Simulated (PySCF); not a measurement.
Compound: C5H12B2O2.
SMILES with atom numbers: `[OH:1][B:2]([OH:3])[B:4]1[CH2:5][CH2:6][CH2:7][CH2:8][CH2:9]1` (hydrogens: H10 on O1; H11 on O3; H12, H13 on C5; H14, H15 on C6; H16, H17 on C7; H18, H19 on C8; H20, H21 on C9)

Method used: TDDFT B3LYP/def2-SVPD, vertical, gas phase, core orbitals frozen in the response (PySCF). Geometry: PBE0-D3(BJ)/def2-SVP, one conformer, isolated molecule.

Computed states:

| state | E (eV) | f |
| --- | --- | --- |
| S1 | 4.59 | 0.0020 |
| S2 | 4.75 | 0.0011 |
| S3 | 6.00 | 0.102 |
| S4 | 6.24 | 0.0003 |
| S5 | 6.35 | 0.012 |
| S6 | 6.66 | 0.022 |
| S7 | 6.70 | 0.0026 |
| S8 | 6.87 | 0.0069 |
| S9 | 6.97 | 0.017 |
| S10 | 6.99 | 0.018 |

Broadening: Gaussians 0.5 eV wide at half height, area fixed by f = 4.319×10⁻⁹ ∫ε dν̃. The width is an assumption, not a result. The curve ends short of the highest state used, and states not computed would add to its high-energy end.

(1) Give the broadened spectrum and its maxima.

(2) On this curve, what absorbance would a 10⁻⁵ mol/L sample give at 280 nm over a 1 cm path?

(3) Coming from long wavelengths, where does ε first pass 100 L mol⁻¹ cm⁻¹?

## Answers

(1) 
λ (nm), ε (L mol⁻¹ cm⁻¹) and a bar:
```
    194.1       2281 ############
    198.5       3539 ###################
    203.0       5180 ############################
    207.4       5611 ##############################
    211.9       4365 #######################
    216.3       2517 #############
    220.8       1084 ######
    225.2        374 ##
    229.6        105 #
    234.1         26 
    238.5         13 
    243.0         21 
    247.4         42 
    251.9         73 
    256.3        107 #
    260.7        136 #
    265.2        152 #
    269.6        150 #
    274.1        133 #
    278.5        107 #
    283.0         78 
    287.4         53 
    291.8         33 
    296.3         19 
    300.7         10 
    305.2          5 
    309.6          3 
    314.1          1 
    318.5          1 
    323.0          0
```

Maxima: 267 nm (4.64 eV), ε about 150, made up of S1 (67%) and S2 (33%); 206 nm (6.01 eV), ε about 5700, made up of S3 (97%) (ε in L mol⁻¹ cm⁻¹; maxima over ε = 5, shares over 10%).

(2) 280 nm is 4.428 eV, where ε is about 98 L mol⁻¹ cm⁻¹, so A = ε c l ≈ 0.00098 (Beer–Lambert, with the gas-phase spectrum and the assumed width).

(3) At about 280 nm (4.43 eV), 0.15 eV below S1.

All these states lie below the vertical ionisation energy of 9.20 eV (ΔSCF).
